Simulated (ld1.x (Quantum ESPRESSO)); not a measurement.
**Which change was made? (Pt, ultrasoft)**

- Element: Pt
- Generator: ld1.x (Quantum ESPRESSO) 7.5
- Type: ultrasoft
- Functional: Wu–Cohen
- Relativity: scalar-relativistic
- Frozen core: [Xe] 4f14
- Valence charge: 10
- Reference configuration: 5d9 6s1 6p0
- Partial waves: 6s (bound): rcut 2.35, rcutus 2.50 bohr; 6s channel at 1.5 Ry: rcut 2.35, rcutus 2.50 bohr; 6p (bound, empty): rcut 2.55, rcutus 3.50 bohr; 6p channel at 5 Ry: rcut 2.55, rcutus 3.50 bohr; 5d (bound): rcut 2.05, rcutus 2.25 bohr; 5d channel at 2.4 Ry: rcut 2.05, rcutus 2.25 bohr
- Local potential: all-electron potential smoothed inside 3.35 bohr (lloc = -1)
- Core correction: Bessel-smoothed model core inside 1.70 bohr
- Augmentation charge: PSQ, inside the norm-conserving radii

Cutoffs, loose and tight: the cutoffs (Ry, on a coarse ladder) from which the occupation-weighted sum of valence levels, in a spherical-Bessel basis at the reference potential, stays within 10 and 1 mRy of its value at 400 Ry. They do not see the model core or the augmentation charge, which bear on the density cutoff. Test errors are all-electron minus pseudo excitation energies from the reference, over the configurations 5d9 6s0 6p0; 5d8 6s0 6p0; 5d7 6s0 6p0; 5d8 6s1 6p1; 5d8 6s1 6p0; 5d6 6s0 6p0; 5d9.5 6s0.5 6p0; variants that change the core or the reference have their own tests.

The base gives: outcome: generated; cutoff, loose: 21 Ry; cutoff, tight: 35 Ry; bound ghosts: none; largest test error (meV): -2297.

Q: After one change the result is: outcome: generated; cutoff, loose: 21 Ry; cutoff, tight: 35 Ry; bound ghosts: none; largest test error (meV): -661. Which change was it?
A. type PAW; local potential all-electron potential smoothed inside 3.00 bohr (lloc = -1); augmentation PSQ, radius 1.90 bohr
B. core [Kr] 4d10 4f14, valence charge 18; reference 5s2 5p6 5d9 6s0.5 6p0; waves now 5s (bound): rcut 1.45, rcutus 2.00 bohr; 6s (bound): rcut 1.45, rcutus 2.00 bohr; 5p (bound): rcut 1.50, rcutus 1.65 bohr; 6p (bound): rcut 1.50, rcutus 1.65 bohr; 5d (bound): rcut 1.15, rcutus 1.35 bohr; 5d channel at 2.4 Ry: rcut 1.15, rcutus 1.35 bohr; local potential all-electron potential smoothed inside 1.65 bohr (lloc = -1); core correction none
C. waves 5d (bound): rcut 1.38, rcutus 1.46 bohr; 5d channel at 2.4 Ry: rcut 1.38, rcutus 1.46 bohr
D. all radii but the core radius scaled by about 1.17 (s 2.92, p 4.08, d 2.62 bohr, rcut 2.74/2.98/2.40); local potential all-electron potential smoothed inside 3.92 bohr (lloc = -1)

A: A. The others give: all radii but the core radius scaled by about 1.17 (s 2.92, p 4.08, d 2.62 bohr, rcut 2.74/2.98/2.40); local potential all-electron potential smoothed inside 3.92 bohr (lloc = -1) → outcome: generated; cutoff, loose: 15 Ry; cutoff, tight: 25 Ry; bound ghosts: none; largest test error (meV): -340 | waves 5d (bound): rcut 1.38, rcutus 1.46 bohr; 5d channel at 2.4 Ry: rcut 1.38, rcutus 1.46 bohr → outcome: generated; cutoff, loose: 50 Ry; cutoff, tight: 90 Ry; bound ghosts: none; largest test error (meV): -734 | core [Kr] 4d10 4f14, valence charge 18; reference 5s2 5p6 5d9 6s0.5 6p0; waves now 5s (bound): rcut 1.45, rcutus 2.00 bohr; 6s (bound): rcut 1.45, rcutus 2.00 bohr; 5p (bound): rcut 1.50, rcutus 1.65 bohr; 6p (bound): rcut 1.50, rcutus 1.65 bohr; 5d (bound): rcut 1.15, rcutus 1.35 bohr; 5d channel at 2.4 Ry: rcut 1.15, rcutus 1.35 bohr; local potential all-electron potential smoothed inside 1.65 bohr (lloc = -1); core correction none → outcome: generated, overlap not positive; bound ghosts: not determined (overlap not positive); largest test error (meV): -2.4 over the solved tests; test run stopped at test 3 of 7 (negative rho). A file whose overlap is not positive is unfit for use, and its test errors describe a broken file.
